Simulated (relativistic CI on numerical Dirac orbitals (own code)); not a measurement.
# Spin-allowed bands of a d8 ion in a tetrahedral site, by hand

Problem. Take Δ = 9800 cm⁻¹ and B = 610 cm⁻¹ for a d8 ion in a tetrahedral site. Calculate the three spin-allowed bands.

Working.
1. The terms of highest spin are 3F (energy 0) and 3P (15B = 9150 cm⁻¹). Here the F term splits into A2 at +1.2Δ = 11760, T2 at +0.2Δ = 1960 and T1 at −0.6Δ = -5880 cm⁻¹.
2. The two T1 states mix through the element 0.4Δ: H = [[-5880, 3920], [3920, 9150]], with roots ½(H₁₁ + H₂₂) ∓ ½√[(H₂₂ − H₁₁)² + 4H₁₂²] = ½(3270) ∓ ½(16952) = -6841 and 10111 cm⁻¹.
3. The ground term is 3T1 at -6841 cm⁻¹.
4. Bands: 3T2 8801 cm⁻¹ (1136 nm), 3T1(P) 16952 cm⁻¹ (590 nm), 3A2 18601 cm⁻¹ (538 nm).

Check. Exact diagonalisation of the whole d8 shell with these parameters gives 3T2 8801, 3T1 16952, 3A2 18601 cm⁻¹. The match is exact, since without spin-orbit coupling no other term has this spin. The ratio of the second band to the first, 1.926, depends on Δ/B = 16.1 alone, which is how a Tanabe-Sugano diagram is read.
